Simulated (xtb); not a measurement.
GeS, singlet, geometry from GFN2-xTB, atoms displaced at random by about 0.1 Å a coordinate. Base run: GFN1-xTB (xtb).

Here is a job for xtb.
```
$ xtb mol.xyz --gfn 1 --opt --json

# file mol.xyz
2

Ge    -0.11279899     0.18843442    -0.78271462
S      0.09249729     0.10250564     1.33804572
```

The base run was repeated with changes; each row names its change, and settings that it needs were set with it.

```csv
change,ΔE vs base (kcal/mol),optimiser steps
base,0.000,6
opt level = lax,0.000,6
engine = lbfgs,0.000,-
opt level = vtight,0.000,8
opt level = loose,0.000,6
engine = inertial,0.000,-
alpb = toluene,-4.73,6
opt level = sloppy,0.000,5
alpb = dmf,-4.64,6
opt level = extreme,0.000,8
```
